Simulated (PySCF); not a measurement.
Isomers of C8H10FP, one GFN2-xTB conformer each. Single-point energies are computed at PBE0/pcSseg-1 (PySCF, gas phase, no added dispersion term), electronic only.

**Question.** Rank them by PBE0/pcSseg-1 energy, lowest first (kJ/mol).
A. `[CH3:1]/[CH:2]=[CH:3]\[P:4]1[CH:5]=[CH:6][CH:7]([F:8])[CH:9]=[CH:10]1` with C2–C3–P4–C5 175°, C3–P4–C5–C6 137°, C5–C6–C7–F8 -163°, C6–C7–C9–C10 42°, C3–P4–C10–C9 -136°
B. `[CH2:1]=[CH:2][c:3]1[c:4]([CH3:5])[pH:6][c:7]([CH3:8])[c:9]1[F:10]` with C1–C2–C3–C4 180°

**Answer.** B (0.0), A (52.4).

GFN2-xTB itself gives, in the same order: 0.0, 60.9. Both levels put the same isomer lowest.

**Question.** Which frontier levels, dipoles and rotational constants go with these structures?

**Answer.** 
```
              SMILES  HOMO (eV, PBE0/pcSseg-1)  LUMO (eV)  dipole (D)       A, B, C (MHz)
C=Cc1c(C)[pH]c(C)c1F                     -6.16      -1.38        1.40   1398, 1149, 638.9
 C/C=C\P1C=CC(F)C=C1                     -6.52      -0.40        2.29  3173, 607.1, 548.2
```
